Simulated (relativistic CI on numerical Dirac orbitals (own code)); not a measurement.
Sensitivity of the levels of Cl+ to α

Computed by Dirac-Coulomb-Breit CI, separate exchange-only KLI orbitals for each configuration, valence Slater integrals scaled by 0.85, P86 correlation energy added to each configuration, derivatives by finite differences, QED left out (own radial code, finite nucleus).

Configurations in the expansion (outside the closed core [Ne]): 3s²3p⁴, 3s3p⁵, 3s²3p³4s, 3s²3p³3d, 3s²3p³4p, 3s²3p³5s, 3s²3p³4d, 3p⁶. Levels of other configurations are missing.

With x = (α/α₀)² − 1 an excitation energy changes as ω = ω₀ + qx; K = 2q/ω₀ is the relative enhancement. Terms are leading LS components, so labels can repeat.

Lowest level 3s²3p⁴ ³P2.

```tsv
Level	ω₀ (cm⁻¹)	q (cm⁻¹)	K
3s²3p⁴ ³P1	699.2	722.1	2.07
3s²3p⁴ ³P0	996.7	980.4	1.97
3s²3p⁴ ¹D2	12378.7	413.5	0.0668
3s²3p⁴ ¹S0	23867.8	525.1	0.044
3s3p⁵ ³P°2	95503.1	1210	0.0253
3s3p⁵ ³P°1	96134.3	1835	0.0382
3s3p⁵ ³P°0	96466.7	2177	0.0451
3s²3p³4s ⁵S°2	107942.8	-16.09	-0.000298
3s²3p³3d ⁵D°4	110304.2	452.8	0.00821
3s²3p³3d ⁵D°3	110311.3	462	0.00838
3s²3p³3d ⁵D°2	110318.5	472.2	0.00856
3s²3p³3d ⁵D°1	110323.9	479.8	0.0087
3s²3p³3d ⁵D°0	110326.8	483.7	0.00877
```

For a near-neutral ion this model can misplace configurations by up to about 10,000 cm⁻¹ (more where the count of f electrons changes) and terms by 10 to 25 % of their spread. Rates follow the energies as ν³ (E1, M1) or ν⁵ (E2), so they and the lifetimes can be off by large factors. The fine structure of a lone outer electron comes out too small, for d and f at times inverted, and misplaced configurations move strength between like terms.
